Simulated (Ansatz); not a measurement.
Ideal-gas functions of C₂H₃BFNO (`FC/N=C1/BO1`) at 600 K and 1 bar, from an Ansatz frequency run at PBE0-D4/def2-TZVP.

Molar mass 86.86 g/mol, point group Cs (symmetry number 1), electronic degeneracy 1, moments of inertia 53.347, 183.003, 233.135 u Å². Harmonic wavenumbers (cm⁻¹, unscaled): 93, 161, 227, 401, 493, 554, 676, 809, 819, 976, 1067, 1085, 1187, 1289, 1365, 1416, 1487, 1963, 2763, 3055, 3099.

Use S(trans) = R[1.5 ln M + 2.5 ln T − 1.1517]; rotational temperatures θ = 24.2544 K / I; S(rot) = R[ln(√π/σ · √(T³/θAθBθC)) + 1.5]; for each mode x = 1.438777 ν̃/T, S = R[x/(eˣ − 1) − ln(1 − e⁻ˣ)] and H = RT x/(eˣ − 1); 1 cm⁻¹ = 0.0119627 kJ/mol; R = 8.31446 J/(mol·K).

By hand: the entropy, in J/(mol·K).

Translation 179.1. Rotation: θ = 0.4547, 0.1325, 0.104 K, giving 118.1. Vibration, mode by mode: 20.81, 16.28, 13.47, 8.95, 7.39, 6.54, 5.15, 4.00, 3.92, 2.92, 2.45, 2.37, 1.96, 1.61, 1.39, 1.26, 1.10, 0.43, 0.08, 0.05, 0.04, in all 102.2. Electronic 0.0. Sum 399.4 J/(mol·K).

By hand: H − E and G − E in kJ/mol, counted from the electronic energy.

Zero-point energy ½ × 24985 × 0.0119627 = 149.4; thermal vibration 32.5; translation, rotation and pV give 4 RT = 20.0. H − E = 201.9 kJ/mol, and G − E = 201.9 − 600 × 399.4/1000 = -37.7 kJ/mol.

Vibration gives 26 % of the entropy, 20.8 J/(mol·K) of it from the mode under 150 cm⁻¹: soft modes count most, and the harmonic formula is weakest for them. The sum counts one conformer and one mirror image; others add a mixing term.
